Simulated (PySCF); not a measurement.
SMILES C(C[SiH2][Si](Cl)(Cl)Cl)(F)(F)F, GFN2-xTB optimised geometry.

```
14

F     -0.22    -3.07    -1.07
C      0.16    -2.34     0.00
F     -0.22    -3.04     1.08
F      1.50    -2.34     0.00
C     -0.41    -0.95     0.00
Si     0.17    -0.02     1.56
Si    -0.73     2.12     1.47
Cl    -0.38     3.07    -0.29
Cl     0.09     3.26     2.94
Cl    -2.74     2.15     1.76
H     -1.50    -1.05    -0.04
H     -0.09    -0.46    -0.92
H     -0.30    -0.77     2.74
H      1.64     0.00     1.55
```

Density from PBE/def2-TZVP (PySCF) at that geometry.

Minimum of the electron density along straight lines between bonded atoms, close to the bond critical point (lines longer than 1.1 times the sum of covalent radii, or with two minima, are not listed):

| bond | length / Å | ρ at the minimum / e bohr⁻³ | ∇²ρ there / e bohr⁻⁵ | position (fraction from the first atom) |
|---|---|---|---|---|
| F1–C2 | 1.344 | 0.285 | -0.54 | 0.65 |
| C2–F3 | 1.344 | 0.284 | -0.53 | 0.35 |
| C2–F4 | 1.344 | 0.284 | -0.53 | 0.35 |
| C2–C5 | 1.497 | 0.267 | -0.69 | 0.54 |
| C5–Si6 | 1.915 | 0.111 | 0.14 | 0.61 |
| Si6–Si7 | 2.329 | 0.095 | -0.16 | 0.39 |
| Si7–Cl8 | 2.029 | 0.105 | 0.23 | 0.37 |
| Si7–Cl9 | 2.026 | 0.106 | 0.24 | 0.37 |
| Si7–Cl10 | 2.028 | 0.105 | 0.23 | 0.37 |
| C5–H11 | 1.090 | 0.275 | -0.91 | 0.64 |
| C5–H12 | 1.090 | 0.275 | -0.91 | 0.64 |
| Si6–H13 | 1.466 | 0.124 | 0.16 | 0.50 |
| Si6–H14 | 1.466 | 0.124 | 0.16 | 0.50 |
